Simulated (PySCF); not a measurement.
# Löwdin shares of the frontier orbitals

Species: C4H10SSi.
Structure used (GFN2-xTB), in Å, numbered top down from 1:
```xyz
16
C4H10SSi angstrom
Si     2.2977   -0.5466   -0.4688
C      0.6677    0.1128   -1.2050
C     -0.2451    0.6981   -0.1591
C     -0.8890   -0.2782    0.8294
C     -2.3135    0.2593    0.7077
S     -1.9064    1.2523   -0.7760
H      2.0191   -1.6359    0.4692
H      3.1287   -1.0373   -1.5667
H      2.9725    0.5434    0.2378
H      0.1394   -0.6826   -1.7346
H      0.8922    0.8830   -1.9460
H      0.2257    1.5480    0.3389
H     -0.8189   -1.3027    0.4639
H     -0.4733   -0.2394    1.8364
H     -2.6159    0.9133    1.5235
H     -3.0885   -0.4784    0.5152
```

Level of theory: TDDFT PBE0/def2-SVPD, vertical, gas phase, core orbitals frozen in the response (PySCF 2.14.0, density-fitted response routines).

Kohn–Sham orbitals with the atoms that hold most of them (Löwdin shares over 4%, at most four atoms; ? is withheld):

```csv
orbital,ε (eV),atoms
LUMO+2,0.77,"Si1 25%, S6 21%, H8 9%, H7 8%"
LUMO+1,0.47,"Si1 27%, S6 11%, C4 8%, H14 6%"
LUMO,-0.21,"S6 50%, C3 13%, C5 10%, Si1 5%"
HOMO,-6.30,?
HOMO-1,-8.05,?
HOMO-2,-8.82,"S6 25%, C5 16%, C2 15%, C3 12%"
HOMO-3,-9.60,"Si1 22%, C2 17%, H7 15%, C4 8%"
```

Give the leading atoms of the HOMO-1.

S6 (bonded to 2 C) 39%; C3 (bonded to 2 C, S and H) 14%; C2 (bonded to C, Si and 2 H) 10%; C4 (bonded to 2 C and 2 H) 9%. By element: sulfur 39%, carbon 34% or more.

Give the leading atoms of the HOMO.

S6 (bonded to 2 C) 70%; C5 (bonded to C, S and 2 H) 10%; C3 (bonded to 2 C, S and H) 8%. By element: sulfur 70%, carbon 18% or more.

The HOMO–LUMO gap is 6.09 eV. Where does the response calculation put the lowest singlet, and from which orbitals?

S1 is at 4.44 eV (f = 0.0001), 1.65 eV below the gap, made of HOMO→LUMO (95%). Without the coupling terms of the response equations the lowest excitation would equal the gap.

One configuration dominates each of S1 and S2. Which, and how do the shares of the two leading atoms of either orbital change from the occupied to the empty one?

- S1 (4.44 eV, f 0.0001), HOMO→LUMO (95%): S6 70% → 50%, C5 10% → 10%, C3 8% → 13%
- S2 (5.80 eV, f 0.031), HOMO→LUMO+1 (84%): S6 70% → 11%, C5 10% → at most 6%, Si1 at most 4% → 27%

One conformer stands for the species.
